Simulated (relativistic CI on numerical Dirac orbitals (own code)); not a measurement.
Calculated levels, Ni27+

Calculated at this level of theory: Dirac equation for one electron, model QED (radiative potential, 1s self-energy scaled to tabulated hydrogen-like ionisation energies) (own radial code, finite nucleus).

CI space: 1s, 2s, 2p, 3s, 3p, 3d, 4s, 4p, 4d, 4f, 5s, 5p, 5d, 5f, 5g, 6s, 6p, 6d. Levels of other configurations are missing.

The lowest level is 1s ²S1/2, with 100 % of that term; Hund's rules for 1s give ²S with J = 1/2, in agreement.

```tsv
No.	Configuration	Term	J	E (10³ cm⁻¹)	%	Landé g	Lifetime (s)
1	1s	²S	1/2	0.0	100	1.974	
2	2p	²P°	1/2	65114.2	100	0.659	2.58e-15
3	2s	²S	1/2	65120.1	100	1.995	
4	2p	²P°	3/2	65345.2	100	1.329	2.62e-15
5	3p	²P°	1/2	77248.4	100	0.663	8.59e-15
6	3s	²S	1/2	77250.2	100	1.999	2.37e-13
7	3d	²D	3/2	77316.8	100	0.797	2.46e-14
8	3p	²P°	3/2	77316.9	100	1.332	8.62e-15
9	3d	²D	5/2	77339.2	100	1.198	2.50e-14
10	4p	²P°	1/2	81485.9	100	0.664	2.01e-14
11	4s	²S	1/2	81486.7	100	2.001	3.42e-13
12	4d	²D	3/2	81514.8	100	0.798	5.73e-14
13	4p	²P°	3/2	81514.8	100	1.333	2.01e-14
14	4f	²F°	5/2	81524.2	100	0.855	1.17e-13
15	4d	²D	5/2	81524.2	100	1.199	5.83e-14
16	4f	²F°	7/2	81528.9	100	1.142	1.18e-13
17	5p	²P°	1/2	83443.3	100	0.665	3.90e-14
18	5s	²S	1/2	83443.7	100	2.001	5.34e-13
19	5d	²D	3/2	83458.0	100	0.799	1.10e-13
20	5p	²P°	3/2	83458.1	100	1.333	3.88e-14
21	5f	²F°	5/2	83462.9	100	0.856	2.26e-13
22	5d	²D	5/2	83462.9	100	1.200	1.12e-13
23	5g	²G	7/2	83465.3	100	0.888	3.81e-13
24	5f	²F°	7/2	83465.3	100	1.142	2.27e-13
25	5g	²G	9/2	83466.7	100	1.111	3.81e-13
26	6p	²P°	1/2	84504.9	100	0.665	6.72e-14
27	6s	²S	1/2	84505.1	100	2.002	8.13e-13
28	6d	²D	3/2	84513.4	100	0.799	1.88e-13
29	6p	²P°	3/2	84513.4	100	1.333	6.67e-14
30	6d	²D	5/2	84516.2	100	1.200	1.92e-13
```

Energies count from the lowest computed level; ° marks odd parity; lifetimes are radiative, by E1, M1, E2, M2 decay to levels of this space only; some are left blank where a channel outside the calculation adds to the decay or the decay crosses a small, uncertain gap.
